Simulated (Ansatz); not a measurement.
Reaction (formal exchange of groups at the Si–S bond): `N[SiH2][SiH](F)S` + SiH₄ → `N[SiH2][SiH](F)[SiH3]` + H₂S

Calculated with Ansatz (gas phase, PBE0-D4/def2-TZVP geometries, no zero-point term in ΔE). CCSD(T)/CBS is the MP2 limit (def2-TZVPP, def2-QZVPP) plus CCSD(T) − MP2 in def2-TZVPP, frozen cores. This one scheme is used for every species. Each species was taken in one conformer, which may not be the lowest.

| level | ΔE (kJ/mol) |
| --- | --- |
| HF/def2-TZVPP | 77.5 |
| CCSD(T)/def2-TZVPP | 76.1 |

**Question.** What does CCSD(T)/CBS give? (Best estimate.)

**Answer.** Ansatz gave: +76.9 kJ/mol. The listed levels differ from it by 0.6, -0.8 kJ/mol.

Largest T1 diagnostic among the species: 0.013.

The D4 term adds +3.6 kJ/mol with B3LYP and +1.6 kJ/mol with PBE0; it sums over pairs of atoms, weighted by their polarisabilities, and B3LYP, whose exchange is more repulsive, gets the larger term. From PBE to PBE0 (25 % exact exchange), in def2-TZVPP and without D4, ΔE moves by +3.3 kJ/mol.

B3LYP here is the variant with VWN-RPA as its local correlation; programs differ in this.
